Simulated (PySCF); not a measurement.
**Magnetic susceptibility: `C=CN=C1C(=O)CC1=O`, C6H5NO2**

Molfile (atoms numbered from 1):
```
C6H5NO2
     RDKit          3D

 14 14  0  0  0  0  0  0  0  0999 V2000
   -2.9580    1.0107   -0.1586 C   0  0  0  0  0  0  0  0  0  0  0  0
   -1.6299    0.9392   -0.0382 C   0  0  0  0  0  0  0  0  0  0  0  0
   -1.0278   -0.2857   -0.1378 N   0  0  0  0  0  0  0  0  0  0  0  0
    0.2302   -0.4338   -0.0350 C   0  0  0  0  0  0  0  0  0  0  0  0
    1.4527    0.4194    0.1947 C   0  0  0  0  0  0  0  0  0  0  0  0
    1.6536    1.5878    0.3672 O   0  0  0  0  0  0  0  0  0  0  0  0
    2.3530   -0.8098    0.1220 C   0  0  0  0  0  0  0  0  0  0  0  0
    1.0981   -1.6529   -0.1102 C   0  0  0  0  0  0  0  0  0  0  0  0
    0.9063   -2.8185   -0.2811 O   0  0  0  0  0  0  0  0  0  0  0  0
   -3.4810    1.9477   -0.0888 H   0  0  0  0  0  0  0  0  0  0  0  0
   -3.5369    0.1192   -0.3300 H   0  0  0  0  0  0  0  0  0  0  0  0
   -1.0220    1.8244    0.1354 H   0  0  0  0  0  0  0  0  0  0  0  0
    3.0664   -0.8110   -0.7017 H   0  0  0  0  0  0  0  0  0  0  0  0
    2.8947   -1.0372    1.0398 H   0  0  0  0  0  0  0  0  0  0  0  0
  1  2  2  0
  2  3  1  0
  3  4  2  3
  4  5  1  0
  5  6  2  0
  5  7  1  0
  7  8  1  0
  8  9  2  0
  8  4  1  0
  1 10  1  0
  1 11  1  0
  2 12  1  0
  7 13  1  0
  7 14  1  0
M  END
```

Method: GIAO HF/pcSseg-1 magnetisability, rotational g tensor and spin-rotation constants, non-relativistic, gas phase (PySCF). Geometry: GFN2-xTB.

Question: What are the magnetisability and the molar susceptibility?

Answer: Isotropic -795 × 10⁻³⁰ J/T², or -47.9 × 10⁻⁶ cm³/mol; principal values -1220, -675, -492 × 10⁻³⁰ J/T², anisotropy 656 × 10⁻³⁰ J/T² (root of half the summed squared differences of the principal values). The susceptibility is in cgs units.

Question: Split it along the inertial axes a, b, c into diamagnetic and paramagnetic parts about the centre of mass, with the quadrupole moment.

Answer: 
| axis | χ (10⁻⁶ cm³/mol) | diamagnetic (10⁻⁶ cm³/mol) | paramagnetic (10⁻⁶ cm³/mol) | summed x² of all electrons (Å²) | quadrupole Θ (D Å) |
| --- | --- | --- | --- | --- | --- |
| a | -38.7 | -523.4 | 484.7 | 236.1 | +19.05 |
| b | -31.5 | -1053.0 | 1021.5 | 111.2 | -21.71 |
| c | -73.4 | -1473.3 | 1399.9 | 12.2 | +2.66 |

Anisotropies 2χaa − χbb − χcc = +27.6 and 2χbb − χaa − χcc = +49.1 × 10⁻⁶ cm³/mol. Θ is traceless in Buckingham's convention.

Question: And the rotational g tensor?

Answer: 
```tsv
axis	rotational constant (GHz)	g	nuclear part	electronic part
a	2.6455	-0.0814	0.5210	-0.6024
b	1.2404	-0.0284	0.5669	-0.5953
c	0.8489	-0.0084	0.5499	-0.5583
```
Asymmetric top; isotopes 12C, 1H, 14N, 16O; no vibrational averaging.
